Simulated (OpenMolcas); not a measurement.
Pb+: from CASSCF to CASPT2

```json
{
  "Program": "OpenMolcas",
  "Basis": "ANO-R2 [8s7p5d3f1g]",
  "Scalar Hamiltonian": "X2C, finite nucleus",
  "Active space": "3 electrons in 4 orbitals (6s 6p)",
  "State averaging": "2S+1 = 4 odd, 1 root (0 in the spin-orbit step); 2S+1 = 2 odd, 3 roots; 2S+1 = 4 even, 3 roots; 2S+1 = 2 even, 9 roots",
  "Spin-orbit coupling": "RASSI with atomic mean-field integrals over the reference wave functions, term energies averaged over their components"
}
```

Methods on the same reference wave functions:
A. CASSCF
B. SS-CASPT2, IPEA 0.25 Eh, imaginary shift 0.1 Eh (closed shells correlated: 5d)

Energies in cm⁻¹ above 6s² 6p ²P°_1/2, the measured ground level; measured values from NIST Handbook of Basic Atomic Spectroscopic Data.

| Level | A | B | Measured |
| --- | --- | --- | --- |
| 6s² 6p ²P°_1/2 | 0.0 | 0.0 | 0.0 |
| 6s² 6p ²P°_3/2 | 12399 | 12400 | 14081 |
| 6s 6p² ⁴P_1/2 | 51041 | 59410 | 57910 |
| 6s 6p² ⁴P_3/2 | 57118 | 65850 | 66125 |
| 6s 6p² ⁴P_5/2 | 63099 | 70890 | 73906 |
| 6s 6p² ²D_3/2 | 83387 | 82070 |  |
| 6s 6p² ²D_5/2 | 85817 | 85870 | 88972 |
| 6s 6p² ²P_3/2 | 108342 | 101890 |  |

Deviations, from unrounded energies. A percentage is the sum of absolute deviations over the sum of measured energies, with the sign that they share, or ± where signs differ.

```json
{"Against measurement": "mean absolute deviation (cm-1)", "Levels": "5", "A": "6300", "B": "1900"}
{"Against measurement": "fine structure of the ground term (%)", "Levels": "1", "A": "-11.9", "B": "-11.9"}
{"Against measurement": "other configurations (%)", "Levels": "4", "A": "-10.4", "B": "±2.7"}
```

B lies closest to measurement on these levels. The largest miss of B in the table is 6s 6p² ²D_5/2, by -3100 cm-1. The ranking rests on the paired levels alone, and a cruder setting can come out closer through cancelling errors.

The lowest spin-free term lies below A's lowest term by 0.426 hartree in B.

Term energies are means over components that CASPT2 splits; among the terms shown or strongly mixed into the levels shown the widest spread is 14 cm-1 (6s 6p² ²D, B). Over all roots computed the reference weight is 0.88 to 0.93 in B; the roots of lowest weight are the least certain, and an intruder state may touch them. Some high roots are left out of the spin-orbit mixing, which shifts the levels that they would mix with. Terms of s pⁿ other than that of highest spin mix with s² pⁿ⁻² d, which this space lacks; all of them can be thousands of cm-1 off, and some have no real level of that name. Spin-orbit splittings of 6p shells tend to come out small when the coupling is added on scalar orbitals. Some levels mix across a computed gap that differs much from the measured one, so their mixing is not that of the real levels (holds for A). Computed and measured levels are paired by configuration, term and J; levels that our copy of the source lacks, or whose pairing is in doubt (as where it misses far off the trend of its configuration), stay unpaired and out of the deviations. Levels of configurations outside the active space are missing. The table leaves out levels that lie high or whose names do not pair safely across all columns.

° marks odd parity.
